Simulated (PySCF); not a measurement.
## Correlation energy of Ag²⁺ (silver, charge +2)

[Kr] 4d8 5s1, high-spin 4F determinant (an excited configuration). Computed with PySCF 2.14 in x2c-QZVPPall with one added diffuse shell each of s, p, d, f, g type (14s9p8d5f3g, 143 functions), with scalar relativity by spin-free X2C-1e. Frozen: [Kr]; 9 electrons correlated.

MP2 pair energies summed by pair of shells (mhartree):

```json
{"pair": "4d-4d", "energy": "-220.74", "share (%)": "84.3"}
{"pair": "4d-5s", "energy": "-41.05", "share (%)": "15.7"}
```

Total MP2 correlation energy: -261.79 mhartree.

Same-spin part -104.16 and opposite-spin part -157.63 mhartree; SCS-MP2 scales them by 1/3 and 6/5 to -223.87 mhartree.
